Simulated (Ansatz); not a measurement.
Reactions of CH5NZn (`C[NH][ZnH]`).

Program: Ansatz. Geometries: PBE0-D4/def2-TZVP. ΔE: electronic, gas phase. CCSD(T)/CBS is the MP2 limit (def2-TZVPP, def2-QZVPP) plus CCSD(T) − MP2 in def2-TZVPP, frozen cores. This one scheme is used for every species. DFT in def2-TZVPP. For Br, Zn outer-core shells are correlated without core-valence functions, which leaves a few kJ/mol of doubt a bond. Scalar relativity is left out up to krypton. One conformer a species, not always the lowest.

```json
{"reaction": "`C[NH][ZnH]` + HBr → `[ZnH][Br]` + CH₃NH₂", "CCSD(T)/CBS(def2) (kJ/mol)": "-148"}
{"reaction": "`C[NH][ZnH]` + `BS` → `B[S][ZnH]` + CH₃NH₂", "CCSD(T)/CBS(def2) (kJ/mol)": "?"}
{"reaction": "`C[NH][ZnH]` + `OCF` → `FC[O][ZnH]` + CH₃NH₂", "CCSD(T)/CBS(def2) (kJ/mol)": "-53"}
{"reaction": "`C[NH][ZnH]` + `FC(F)(F)S` → `CSC(F)(F)F` + `[NH2][ZnH]`", "CCSD(T)/CBS(def2) (kJ/mol)": "-53"}
```

Question: Fill in the missing values. (Best estimate.)

Answer: Ansatz gave: `C[NH][ZnH]` + `BS` → `B[S][ZnH]` + CH₃NH₂: -82.0 kJ/mol.

Largest T1 diagnostic: 0.017, for `B[S][ZnH]`.
